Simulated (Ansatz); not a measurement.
MoI₄, relaxed as a triplet with UKS r2SCAN-D4/def2-SVP in Ansatz, starting from the GFN2-xTB geometry. Force threshold 0.02 eV/Å.

In the def2 sets I, Mo take a core potential; there is no spin–orbit coupling. The relaxation made no stability test and no search for a lower SCF solution.

Start:

Cartesian coordinates in Å:
```
Mo 0.000 0.000 0.000
I 0.836 1.908 1.649
I 0.513 0.710 -2.508
I -2.616 -0.350 0.304
I 1.267 -2.268 0.556
```

Estimate the energy that the relaxation releases and the steps that it takes.

2.6 kcal/mol, in 4 steps; 17 s on 4 threads of Intel Xeon Platinum 8375C on a shared host. No frequencies were taken in this run, so the end may be a saddle point.

Does the start keep its bonding and symmetry?

By distances, no bond broke or formed. The bond that changes most is Mo1–I4, from 2.66 to 2.59 Å (atoms count from 1). Point group Td at the start, Td at the end, both within 0.05 Å.

Predict the relaxed structure.


```xyz
5

Mo    0.000    0.000    0.000
I     0.814    1.859    1.607
I     0.500    0.691   -2.444
I    -2.549   -0.341    0.296
I     1.235   -2.210    0.541
```
Bond lengths: 4 × I–Mo 2.59 Å.
